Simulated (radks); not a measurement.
Spherical jellium clusters: N electrons in a uniform positive sphere of charge N and radius rs N^(1/3), rs = 2.49 bohr. Method: non-relativistic Kohn-Sham, LDA (Slater exchange, Perdew-Wang correlation), spin-polarised, spherical densities; computed with a radial shooting solver with Libxc functionals. Levels are named by radial order and angular momentum (1s, 1p, 1d, 2s, ...), and open shells are averaged over m.

N = 10, configuration 1s2 1p6 1d(up 2, down 0). This is the lowest configuration that the search found. Occupied and some empty levels:

level,occupation,eigenvalue (eV),<r> (bohr)
1s up,1,-8.4995,3.520
1s down,1,-8.2293,3.454
1p up,3,-5.6679,4.457
1p down,3,-5.2944,4.433
1d up,2,-2.5772,5.472
2s up,0,-2.2127,5.851
1d down,0,-2.1824,5.534
2s down,0,-1.9696,5.981
2p up,0,-0.44690,9.625
2p down,0,-0.31482,10.33

Energy (eV): total -9.83981, kinetic 38.395, external -576.48, Hartree 274.76, exchange-correlation -50.866, background 304.35.
